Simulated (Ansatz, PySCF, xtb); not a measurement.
Isomers of C2H4F2: 1 is CC(F)F, 2 is FCCF; one conformer of each (the lowest of an xTB search), B3LYP-D3(BJ)/def2-TZVP minima.
Isomer 1 (charge 0, multiplicity 1):
```xyz
8

C     -0.7854    -0.0117    -0.0778
C      0.6991     0.0441     0.1416
F      1.2365    -1.2164     0.0813
F      1.2987     0.7807    -0.8479
H     -1.2015     0.9951    -0.0471
H     -1.2518    -0.6134     0.7021
H     -0.9926    -0.4582    -1.0503
H      0.9971     0.4799     1.0981
```
Isomer 2 (charge 0, multiplicity 1):
```json
[
 {"atom": "F", "x (Å)": "1.4533", "y (Å)": "-1.0217", "z (Å)": "0.1260"},
 {"atom": "C", "x (Å)": "0.7386", "y (Å)": "0.1605", "z (Å)": "-0.0512"},
 {"atom": "C", "x (Å)": "-0.7386", "y (Å)": "-0.1605", "z (Å)": "0.0513"},
 {"atom": "F", "x (Å)": "-1.4533", "y (Å)": "1.0216", "z (Å)": "-0.1264"},
 {"atom": "H", "x (Å)": "1.0407", "y (Å)": "0.8661", "z (Å)": "0.7246"},
 {"atom": "H", "x (Å)": "0.9834", "y (Å)": "0.5680", "z (Å)": "-1.0336"},
 {"atom": "H", "x (Å)": "-1.0406", "y (Å)": "-0.8664", "z (Å)": "-0.7243"},
 {"atom": "H", "x (Å)": "-0.9836", "y (Å)": "-0.5677", "z (Å)": "1.0337"}
]
```

No zero-point or thermal terms.

Correlated levels freeze the cores. Rows in 6-311+G** carry no dispersion term and start afresh at each structure.

Programs: Ansatz (Gaussian basis) for Hartree–Fock, density functionals and correlated methods; PySCF for 6-311+G** rows, the dispersion terms; xtb for the GFN methods. 

```
level                     electronic energy of isomer 2 less that of isomer 1 (kcal/mol)
------------------------  --------------------------------------------------------------
GFN1-xTB                                                                            8.97
HF/cc-pVDZ                                                                         12.98
HF/cc-pVTZ                                                                         12.71
PBE-D4/def2-TZVPP                                                                  14.03
r2SCAN/def2-TZVPP                                                                  14.91
r2SCAN-D3(BJ)/def2-TZVPP                                                           14.91
B3LYP/6-311+G**                                                                    12.17
B3LYP/def2-TZVPP                                                                   12.88
CCSD/cc-pVTZ                                                                           …
```

Complete the blanks.


- CCSD/cc-pVTZ, electronic energy of isomer 2 less that of isomer 1 (kcal/mol): 13.62

Ansatz is an electronic-structure program.
